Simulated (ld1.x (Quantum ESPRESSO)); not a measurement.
# barium: one change to a TM potential, before and after

- Element: Ba (Z = 56)
- Generator: ld1.x (Quantum ESPRESSO) 7.5
- Type: norm-conserving Troullier–Martins (Kleinman–Bylander form)
- Functional: LDA (PZ)
- Relativity: scalar-relativistic
- Frozen core: [Xe]
- Valence charge: 2
- Reference configuration: 5d0 6s1 6p0 (charge +1)
- Partial waves: 6p (bound, empty): rc 3.70 bohr; 5d (bound, empty): rc 4.05 bohr; 6s (bound): rc 2.85 bohr
- Local potential: the s channel
- Core correction: none

All-electron outer shells of the reference configuration (LDA (PZ), scalar-relativistic, ld1.x):

```json
{"shell": "5p", "level (eV)": "-24.49", "outermost node (bohr)": "0.86", "outermost maximum (bohr)": "1.67"}
{"shell": "6s", "level (eV)": "-7.82", "outermost node (bohr)": "1.95", "outermost maximum (bohr)": "3.81"}
{"shell": "5d", "level (eV)": "-7.26", "outermost node (bohr)": "1.00", "outermost maximum (bohr)": "2.43"}
{"shell": "6p", "level (eV)": "-5.12", "outermost node (bohr)": "2.31", "outermost maximum (bohr)": "4.77"}
```

Change: core correction a·sin(br)/r model core inside 2.82 bohr.

Cutoffs: the cutoffs (Ry, on a coarse ladder) from which the occupation-weighted sum of valence levels, in a spherical-Bessel basis at the reference potential, stays within 10 and 1 mRy of its value at 400 Ry; they do not see the model core or the augmentation charge, which bear on the density cutoff. Errors are all-electron minus pseudo energies relative to the spin-unpolarised reference configuration.

Q: How do hardness, ghosts and transferability respond?

A: The potential gets neither clearly harder nor softer (8 Ry and 25 Ry → 8 Ry and 25 Ry); both files keep a bound ghost (p, s); of the 9 tests that both files solve, the error grows in 0 and shrinks in 9 by more than 15 % and 0.3 meV (median size 57.8 → 4.2 meV). Exchange and correlation are not linear in the density, so unscreening with the valence charge alone errs where core and valence overlap; a model core restores that term. A model core, the more so a compact one, raises the density cutoff, which this test does not measure.

```tsv
quantity	base	changed
cutoff, loose	8 Ry	8 Ry
cutoff, tight	25 Ry	25 Ry
bound ghosts	p, s (extra level of the local part)	p, s (extra level of the local part)
error for 5d0 6s2 6p0, meV [ΔE -5.54 eV]	+58	+9.1
error for 5d0 6s1.5 6p0, meV [ΔE -3.33 eV]	+20	+2.2
error for 5d0 6s1 6p1, meV [ΔE -3.42 eV]	+15	+4.2
error for 5d0 6s0 6p2, meV [ΔE -1.18 eV]	+49	-5.3
error for 5d0.5 6s1.5 6p0, meV [ΔE -4.90 eV]	+195	-0.7
error for 5d0 6s0 6p1, meV [ΔE 2.71 eV]	+67	-12
error for 5d1 6s0 6p0, meV [ΔE 0.73 eV]	+521	-20
error for 5d0 6s1 6p0 (spin-polarised), meV [ΔE -0.15 eV]	+85	+0.8
error for 5d0 6s1.5 6p0 (spin-polarised), meV [ΔE -3.36 eV]	+30	+2.7
s: phases at 4.40 bohr within 0.05 rad from the reference energy up to (Ry; the scan ends near 5)	n/a	n/a
p: phases at 4.40 bohr within 0.05 rad from the reference energy up to (Ry; the scan ends near 5)	2.1	2.1
d: phases at 4.40 bohr within 0.05 rad from the reference energy up to (Ry; the scan ends near 5)	0.3	0.3
```

 A true bound ghost makes a file unfit for plane-wave use even where its test errors are small: the radial tests pick states by their node count and pass the ghost by.
